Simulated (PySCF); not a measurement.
BeF2, SMILES [F][Be][F] (connectivity only; charge and spin as stated), charge -1, multiplicity 2. The structure is a stationary point at PBE-D3(BJ)/def2-TZVPD. The multiplicity is an assumed one; other spin states were not compared. The isomer is the one that the SMILES or the coordinates give; other isomers of the formula were not compared.

The numbers are results of PBE-D3(BJ)/def2-TZVPD run with PySCF, not measurements.

Harmonic wavenumbers (cm⁻¹): 310, 734, 1123. Rotational constants (GHz): 180.8, 7.684, 7.371; symmetry number 2.

Q: Work out the zero-point energy and the ideal-gas rigid-rotor harmonic-oscillator thermochemistry at 298.15 K and 1 atm.

A: ZPE = ½ Σ hcν = ½ × 2168 cm⁻¹ = 3.10 kcal/mol. H − E(el) = 5.80 kcal/mol. Entropy in cal/(mol K): translation 37.47, rotation 19.60, vibration 1.69, spin 1.38, total 60.13. G − E(el) = -12.13 kcal/mol. Cp = 10.63 cal/(mol K).
